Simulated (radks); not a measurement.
Values are calculated unless marked as measured or tabulated.
Species: Tc12+. Configuration: [Ar] 3d10 4s2 4p1. Level of theory: Dirac Kohn-Sham, PBE, spin-unpolarised, spherical densities, point nucleus; open shells are shared between the two j in proportion to 2j + 1 (a radial shooting solver on a logarithmic mesh with Libxc functionals). Some entries of the table are withheld. Estimate them.

orbital,occ.,eigenvalue (eV),r(max) (bohr),<r> (bohr)
1s1/2,2,-21110.20,0.02228,0.03428
2s1/2,2,-3222.384,0.1262,0.1492
2p1/2,2,-2991.481,(1),0.1270
2p3/2,4,-2873.043,(2),0.1317
3s1/2,2,-756.5937,0.3713,0.4125
3p1/2,2,-667.7243,0.3580,0.4056
3p3/2,4,-647.6033,0.3673,0.4159
3d3/2,4,-490.7583,(3),0.3905
3d5/2,6,-486.8403,(4),0.3938
4s1/2,2,-281.2710,0.8935,0.9444
4p1/2,0.333333,-251.3942,0.9238,0.9815
4p3/2,0.666667,-246.9818,0.9415,0.9985
4d3/2,0,-198.0042,1.006,1.079
4d5/2,0,-197.2228,1.011,1.084
5s1/2,0,-146.3462,1.742,1.729

Answer. 
(1) 2p1/2 r(max) (bohr): 0.09810
(2) 2p3/2 r(max) (bohr): 0.1020
(3) 3d3/2 r(max) (bohr): 0.3075
(4) 3d5/2 r(max) (bohr): 0.3102
